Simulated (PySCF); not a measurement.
An unknown shows these calculated signals:

$^{1}$H NMR (500 MHz, computed): δ 7.27 (qdd, J = 2.1, 1.6, 1.5 Hz, 1H), 7.24 (d, J = 1.6 Hz, 1H).

$^{13}$C{$^{1}$H} NMR (computed): δ 158.6 (C, d, J = 407.4 Hz), 147.2 (CH2, quint, J = 3.3 Hz), 136.7 (C, dq, J = 63.7, 33.0 Hz), 129.8 (C, qd, J = 342.5, 8.6 Hz).

[PySCF: couplings computed with B3LYP/pcJ-1 (spin–dipole term only in couplings to heteroatoms); geometry from GFN2-xTB; shielding tensors at PBE0/pcSseg-1 (GIAO); one conformer; relativity neglected; rapidly exchanging positions averaged; no solvent model]

Chemical shifts δ = σref − σ; TMS for $^{1}$H and $^{13}$C, all at this level.

Which of these does the molecule contain: a methoxy group, a non-aromatic C=C double bond, a CF3 group, a nitrile, an N-methyl group?

## Answers


- A methoxy group: no.
- A non-aromatic C=C double bond: yes.
- A CF3 group: yes (δC 129.8).
- A nitrile: no.
- An N-methyl group: no.

The data belong to `C=C(C(=O)F)C(F)(F)F`, C4H2F4O; they needn't prove each group on their own.

Carbon signals by region: 4 in the sp2 and nitrile region (100–160 ppm).

Common functionals overestimate the size of one-bond C–F couplings by tens of Hz; these are unscaled. Multiplet labels drop couplings under 1 Hz and merge nearly equal ones. Shifts are as computed. Against solution values, carbons near 30 ppm lie about +3 ppm off and those near 130 ppm about +5 ppm. Of 1211 compounds with measured shifts, 218 miss one by over three times the rms of a fit or turn the order of signals round; such compounds aren't used in these exercises.
